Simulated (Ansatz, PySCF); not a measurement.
The PySCF input:
```python
from pyscf import gto, scf, dft

mol = gto.M(
    atom='''
Al   -0.000000   -0.000000   -1.405019
Cl    0.000000    0.000000    1.074427
''',
    basis='def2-svp',
    charge=-1,
    spin=1,
    verbose=4,
)

mf = dft.UKS(mol)
mf.xc = 'wb97x'
mf.grids.atom_grid = (99, 590)
mf.grids.prune = None
mf.kernel()
```

Q: Write the same job for Ansatz (an electronic-structure program).

A: One answer among several that fit: 
Ansatz 0.2 input:
```yaml
crystal:
  periodic: [false, false, false]
  atoms:
    - {symbol: Al, position_ang: [-0.00000000, -0.00000000, -1.40501930]}
    - {symbol: Cl, position_ang: [0.00000000, 0.00000000, 1.07442652]}
basis:
  gaussian:
    orbitals: def2-SVP
hamiltonian:
  xc: {name: wB97X}
total_charge: -1
magnetization: {spin_polarized: true, initial_magnetization: 1}
accuracy: high
```

Both were run: PySCF gave -702.432682 Eh and Ansatz -702.432681 Eh, 0.001 mEh apart.
